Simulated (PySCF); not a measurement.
C3H10O2Si2.
Structure used (GFN2-xTB), in Å, numbered top down from 1:
```xyz
17
C3H10O2Si2 angstrom
C     -2.7998    0.5275    0.9317
Si    -1.3928    0.3146   -0.3146
C     -0.4845   -1.3289   -0.3991
C      0.3170   -0.1967    0.2917
Si     1.9246    0.3389   -0.5084
O      3.1351   -0.7494   -0.3194
O      2.4269    1.6824    0.2502
H     -2.8602    1.5562    1.2741
H     -2.6588   -0.1064    1.8014
H     -3.7560    0.2734    0.4843
H     -1.5241    1.0809   -1.5465
H     -0.0841   -1.6690   -1.3448
H     -0.7562   -2.1657    0.2311
H      0.4047   -0.3337    1.3654
H      1.7521    0.5886   -1.9411
H      2.9862   -1.6584   -0.5586
H      3.3628    1.8576    0.2926
```

Probes without a nucleus sit at each ring's centroid and 1 Å off its mean plane on both sides; NICS is minus the shielding there, NICSzz its component along the normal. Level: GIAO PBE0/pcSseg-1 (PySCF, non-relativistic, gas phase) on the GFN2-xTB geometry, one conformer.

Ring bond lengths (Å), with Mayer bond orders in brackets: Si2–C3 1.880 (0.95), C3–C4 1.550 (0.86), C4–Si2 1.885 (0.93).

Task: Give the NICS values of each ring in ppm.

Result: 
```
     ring                                              type  NICS(0)  NICS(1), two faces  NICS(1)zz, two faces  rms pucker (Å)  centre to ring atoms, mean (Å)
Si2–C3–C4  3-membered ring with Si; formal bonds all single    -27.2         -7.6 / -8.8         -15.2 / -16.4            0.00                            1.02
```

Task: What can be read from them?

Result: 
- Si2–C3–C4: mean NICS(1)zz -15.8 ppm, shielded. Si2, C3, C4 have four or more neighbours, and the NICS criterion for π rings isn't applied. NICS(0) lies 19 ppm below the mean NICS(1).

Task: What field does 7.05 T along the ring normal induce along that normal at the second NICS(1) probe listed for ring Si2–C3–C4, 1 Å off the ring?

Result: NICSzz × B0 = -16.4 ppm × 7.05 T = -116 μT, against the applied field.

Task: List the ring angles and the Hirshfeld charges of the ring atoms.

Result: 
- Si2–C3–C4: Si2 48.6° (+0.347 e), C3 65.9° (-0.179 e), C4 65.5° (-0.219 e); sum 180.0° against 180° for a flat convex ring.

Task: What are the shieldings of the ring atoms and their hydrogens in the same run (means over atoms taken as equivalent)?

Result: 
```csv
atoms,environment,σ isotropic (ppm),"principal values of the symmetric part, first atom (ppm)"
Si2,SiH silicon,471.9,"346.0, 369.6, 700.1"
C3,sp3 carbon bound to silicon,193.6,"173.8, 189.7, 217.2"
C4,sp3 carbon bound to silicon,187.5,"160.4, 181.6, 220.6"
H11,Si–H hydrogen,28.65,"22.9, 26.8, 36.3"
H12,methylene hydrogen,31.68,"25.7, 28.8, 40.6"
H13,methylene hydrogen,31.25,"26.1, 27.0, 40.7"
H14,methine hydrogen,31.66,"25.8, 29.3, 39.9"
```

The run took 48 s on one thread of an Arm Neoverse N1, no GPU, shared host with 64 logical CPUs at a one-minute load of 60, and the process peaked at 0.82 GiB of memory. This is the whole shielding run at PBE0/pcSseg-1, SCF included.
